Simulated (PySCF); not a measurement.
## Computed structure and properties of [Eu(NH2)2]+

System: [Eu(NH2)2]+ (singlet in the valence; each metal's 4f electrons, 6 of them, lie in its core potential, out of spins and levels); start: displaced along the imaginary mode (Cs). Method: PySCF 2.14.0, RKS PBE0, Eu lcecp-1-SVP with ECP52, N def2-SVP, H def2-SVP; non-relativistic Hamiltonian with scalar-relativistic core potentials where named; density fitting; no spin-orbit coupling.

Input of the relaxation:

```python
mol = gto.M(atom='''
Eu     0.00000     0.00366    -0.22032
N      1.74210    -0.02246     0.99189
H      1.99666    -0.79341     1.66427
H      2.30137     0.82788     1.26934
N     -1.74210    -0.02246     0.99189
H     -2.30137     0.82788     1.26934
H     -1.99666    -0.79341     1.66427''',
    basis={'Eu': 'lcecp-1-SVP', 'N': 'def2-SVP', 'H': 'def2-SVP'},
    ecp={'Eu': 'lcecp-1-SVP'},
    charge=1, spin=0)
mf = dft.RKS(mol, xc='PBE0')
mf.grids.atom_grid = (50, 194)  # f atoms: unpruned, at least (60, 302)
mf = mf.density_fit()  # fitting sets: Eu AutoAux, N def2-universal-JKFIT, H def2-universal-JKFIT
mf.conv_tol = 1e-08; mf.max_cycle = 55
mf.kernel(dm0)  # dm0: converged density of the start geometry
# quasi-Newton relaxation in Cartesian coordinates to a largest gradient under 0.00045 Eh/bohr, steps kept in the point group
```

Run from Python with OMP_NUM_THREADS=2; the lines above give its settings. Where DIIS fails, smearing, a level shift and second-order steps follow.
It took 48 s on 2 threads of Arm Neoverse V1 (shared host), from the converged density of the start.

Course of the relaxation:

```tsv
step	energy above end (eV)	largest force component within the symmetry (eV/Å)
0	0.5444	1.153
1	0.4017	0.255
2	0.2993	0.687
3	0.2613	1.156
4	0.1709	0.474
5	0.1399	0.897
6	0.0798	0.304
7	0.0556	0.464
12	0.0029	0.231
13	0.0010	0.057
14	0.0007	0.036
15	0.0002	0.011
16	0.0001	0.020
17	0.0000	0.017
```
(The steps between are left out.)

Relaxed geometry (C2v):

```xyz
7

Eu    0.0000    0.7830    0.0237
N     1.6725    0.0326    1.0545
H     1.6143   -0.5687    1.8813
H     2.6700    0.1584    0.8677
N    -1.6725    0.0326    1.0545
H    -2.6700    0.1584    0.8677
H    -1.6143   -0.5687    1.8813
```

```
     contact      Å
Eu1–N2 (NH2)  2.103
Eu1–N5 (NH2)  2.103
```

On the finer grid (75, 302):

- HOMO: -11.58 eV
- LUMO: -6.50 eV
- Dipole about the centre of mass: 2.82 D
- Set of Mulliken populations of Eu1 outside the core potential: s 2.19, p 6.14, d 1.40, f 0.06
- D3(BJ) dispersion energy (not in the energies): -0.093 eV

| atom | Mulliken (e) | Löwdin (e) | spin (e) |
| --- | --- | --- | --- |
| Eu1 | 1.21 | 1.03 | 0.00 |
| N2 | -0.47 | -0.23 | 0.00 |
| H3 | 0.18 | 0.11 | 0.00 |
| H4 | 0.18 | 0.10 | 0.00 |
| N5 | -0.47 | -0.23 | 0.00 |
| H6 | 0.18 | 0.10 | 0.00 |
| H7 | 0.18 | 0.11 | 0.00 |

The 4f levels lie in the core potential and are missing. Their spin isn't counted.

On the grid (50, 194), as all that follows. Harmonic modes: a minimum; lowest 132 cm⁻¹ (negative: unstable), highest 3601 cm⁻¹, zero-point energy 1.311 eV.

Taking off one NH2 (charge -1, singlet; the rest: singlet) in vacuum, both parts rigid, costs 16.88 eV; the small basis without counterpoise inflates it. Most of it is the attraction of opposite charges; other ways to part are cheaper, and one spin state was tried for the rest.

Rigid scan of NH2 along the line from its metal:

| distance to N2 (Å) | energy (eV) |
| --- | --- |
| 1.80 | 1.331 |
| 1.90 | 0.514 |
| 2.00 | 0.112 |
| 2.10 | 0.000 |
| 2.20 | 0.088 |
| 2.30 | 0.311 |
| 2.50 | 0.982 |
| 2.80 | 2.177 |
| 3.20 | 3.644 |
| 3.70 | 4.983 |

One start shape was tried, so this needn't be the lowest isomer.

An lcecp potential fixes the number of 4f electrons, so in runs with it no electron can move into or out of that shell.
